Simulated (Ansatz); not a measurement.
Energy needed to pull apart BHTeF (SMILES FB[Te]), doublet, into free ground-state atoms, from the structure below (displaced at random from a GFN2-xTB minimum); no zero-point or spin–orbit terms; open-shell atoms are treated unrestricted, in their ground-state multiplicity.

F1  (-0.179, 1.007, -1.227)
B2  (-0.391, -0.033, -0.065)
Te3  (1.676, -1.048, 0.697)
H4  (-1.291, -0.240, 0.553)
(Å)

Program: Ansatz 0.2.0. Basis: def2-TZVPP. Cores are frozen in the correlated methods; orbitals are unrestricted. Filled d shells of the heavier atoms are correlated. Core potentials replace the inner electrons of the atoms past krypton. The def2 sets are not built for correlating such inner shells, so the correlated values are less sure here. B3LYP uses VWN-RPA correlation.

```tsv
method	atomization energy (kcal/mol)
PBE-D4	?
BLYP-D4	288.7
r2SCAN-D4	?
PBE0-D4	280.0
B3LYP-D4	281.9
wB97M-V	278.7
HF	196.3
MP2	280.1
CCSD	262.6
CCSD(T)	270.0
```

Question: What does PBE-D4 give? (To be estimated.)

Answer: By the calculation: 293.9 kcal/mol, which is about 23.9 kcal/mol more than CCSD(T)/def2-TZVPP.

Question: What does r2SCAN-D4 give? (To be estimated.)

Answer: Computed: 284.4 kcal/mol, which is about 14.4 kcal/mol more than CCSD(T)/def2-TZVPP.

In triple zeta the MP2 and coupled-cluster atomization energies are still short of their basis limit by a few kcal/mol a bond, whereas those of the functionals are nearly converged, so these differences are not deviations from converged CCSD(T).

No T1 diagnostic of these runs exceeds 0.018. ⟨S²⟩ of the unrestricted Hartree–Fock references: 0.77 (a pure state has 0.75).

For scale, one of the runs: CCSD(T)/def2-TZVPP forces, 126 basis functions (an equivalent command: `ansatz run in.yaml --threads 4`). Time: 4.7 min of wall clock on 4 CPU threads; the host was shared. Peak host memory: 3 GiB.
